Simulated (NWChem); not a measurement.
System: BaHSBr; SMILES [SH][Ba][Br]

The following NWChem deck was run.

```
start job
memory heap 200 mb stack 900 mb global 1100 mb
geometry units angstroms noautoz
  Ba    -0.484927     0.533431    -0.018672
  Br     0.257016    -2.301197     0.017079
  S      1.427891     2.695022    -0.023730
  H      0.472872     3.656568    -0.038286
end
basis spherical
  * library def2-svp
end
ecp
  Ba library def2-ecp
end
dft
  xc pbe0
  iterations 150
  vectors input atomic output neutral.movecs
end
task dft energy
charge 1
dft
  odft
  mult 2
  vectors input atomic output cation.movecs
end
task dft energy
```

Structure relaxed at the PBE0/def2-SVP level. No frequency run checked for a minimum. def2 effective core potentials on Ba; no spin-orbit coupling.

Ions are spin-unrestricted doublets at the neutral geometry; other ion states weren't tried.

### Question
Predict the main results of this run. (PBE0/def2-SVP with def2 effective core potentials on Ba, vertical spin-unrestricted ions.) Quantities: vertical ionisation energy, ΔSCF (eV); −ε(HOMO) (eV).

### Answer
| Quantity | Value |
|---|---|
| vertical ionisation energy, ΔSCF (eV) | 8.29 |
| −ε(HOMO) (eV) | 6.21 |
